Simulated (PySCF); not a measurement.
Species: C3H5NSSi.
Structure used (PBE0-D3(BJ)/def2-SVP), in Å, numbered top down from 1:
```xyz
11
C3H5NSSi angstrom
N     -2.4239    0.5837    1.3590
C     -1.6769   -0.2767    0.8029
C     -0.3161   -0.0605    0.2902
C      0.5007   -0.9516   -0.3225
Si     1.8881    0.2475   -0.5767
S      0.4608    1.5622    0.4333
H     -1.9381    1.4900    1.4123
H     -2.0550   -1.3051    0.6721
H      0.2491   -1.9946   -0.5235
H      3.1488    0.0276    0.1857
H      2.1975    0.6619   -1.9739
```

Theory: PySCF, PBE0-D3(BJ)/def2-SVP geometry optimisation, gas phase.

Masses are those of the commonest isotopes; rigid-rotor values at the optimised geometry. The values belong to one conformer with, in the numbering `[H]/[N:1]=[CH:2]\[C:3]1=[CH:4][SiH2:5][S:6]1`, N1–C2–C3–C4 -179°.

Question: Give the principal moments of inertia and the rotational constants in MHz.

Answer: Ia = 93.29, Ib = 293.26, Ic = 380.52 u·Å²; 505379 MHz·u·Å²/I gives A = 5417, B = 1723, C = 1328 MHz.

Question: What kind of rotor is it?

Answer: An asymmetric top. Ray's parameter κ = (2B − A − C)/(A − C) = -0.807; −1 is the prolate and +1 the oblate limit.

Question: What does the inertial defect say?

Answer: Not planar: Δ = Ic − Ia − Ib = -6.03 u·Å². For a rigid frame Δ = −2 Σ m c², so Σ m c² = 3.01 u·Å² lies off the ab plane: 3.01 from hydrogen and 0.01 from heavier atoms. The atom farthest from that plane is 1.24 Å away.

Question: List the rotational levels J(Ka,Kc) to J = 5 (cm⁻¹).

Answer: Above 0(0,0):
J = 1: 1(0,1) 0.1018, 1(1,1) 0.2250, 1(1,0) 0.2382
J = 2: 2(0,2) 0.3043, 2(1,2) 0.4154, 2(1,1) 0.4549, 2(2,1) 0.8246, 2(2,0) 0.8256
J = 3: 3(0,3) 0.6057, 3(1,3) 0.7004, 3(1,2) 0.7794, 3(2,2) 1.1300, 3(2,1) 1.1349, 3(3,1) 1.7796, 3(3,0) 1.7797
J = 4: 4(0,4) 1.0032, 4(1,4) 1.0793, 4(1,3) 1.2108, 4(2,3) 1.5363, 4(2,2) 1.5510, 4(3,2) 2.1886, 4(3,1) 2.1890, 4(4,1) 3.0956, 4(4,0) 3.0957
J = 5: 5(0,5) 1.4936, 5(1,5) 1.5513, 5(1,4) 1.7477, 5(2,4) 2.0430, 5(2,3) 2.0762, 5(3,3) 2.7005, 5(3,2) 2.7019, 5(4,2) 3.6068, 5(4,1) 3.6068, 5(5,1) 4.7731, 5(5,0) 4.7731
The levels of one J sum to (2J + 1)J(J + 1)(A + B + C)/3.

Question: Which types of transition are allowed, and where do some lines up to J = 5 fall?

Answer: The dipole components are |μa| = 2.73 D, |μb| = 1.38 D, |μc| = 0.00 D; the mirror of this Cs structure is the ab plane, so μc vanishes by symmetry and there are no c-type lines. The squared components, which scale the intensities, stand as 1.00 : 0.25 (a : b). Some of the stronger lines:

| type | branch | J(Ka,Kc) | MHz | lower level (cm⁻¹) |
| --- | --- | --- | --- | --- |
| a | Q | 2(1,1) ← 2(1,2) | 1186 | 0.415 |
| b | Q | 2(1,1) ← 2(0,2) | 4515 | 0.304 |
| a | R | 3(1,3) ← 2(1,2) | 8543 | 0.415 |
| b | Q | 3(2,1) ← 3(1,2) | 10658 | 0.779 |
| b | Q | 2(2,0) ← 2(1,1) | 11112 | 0.455 |
| a | R | 4(0,4) ← 3(0,3) | 11915 | 0.606 |
| a | R | 4(2,3) ← 3(2,2) | 12182 | 1.130 |
| a | R | 4(3,2) ← 3(3,1) | 12262 | 1.780 |
| b | Q | 2(2,1) ← 2(1,2) | 12268 | 0.415 |
| b | R | 5(0,5) ← 4(1,4) | 12421 | 1.079 |
| b | Q | 3(2,2) ← 3(1,3) | 12879 | 0.700 |
| a | R | 4(1,3) ← 3(1,2) | 12931 | 0.779 |
| b | R | 4(1,4) ← 3(0,3) | 14196 | 0.606 |
| a | R | 5(4,2) ← 4(4,1) | 15324 | 3.096 |
| a | R | 5(4,1) ← 4(4,0) | 15324 | 3.096 |
| b | Q | 3(3,0) ← 3(2,1) | 19329 | 1.135 |
| b | R | 3(2,2) ← 2(1,1) | 20237 | 0.455 |
| b | R | 4(2,3) ← 3(1,2) | 22691 | 0.779 |
| b | R | 5(2,4) ← 4(1,3) | 24950 | 1.211 |
| b | Q | 4(4,1) ← 4(3,2) | 27191 | 2.189 |
| b | R | 5(3,2) ← 4(2,3) | 34942 | 1.536 |
| b | R | 4(4,1) ← 3(3,0) | 39452 | 1.780 |
| b | R | 5(4,2) ← 4(3,1) | 42505 | 2.189 |

No frequency check. These are rigid-rotor constants of the computed structure; measured ground-state constants (B0) also hold zero-point vibration. Quadrupole hyperfine structure (14N) is left out.
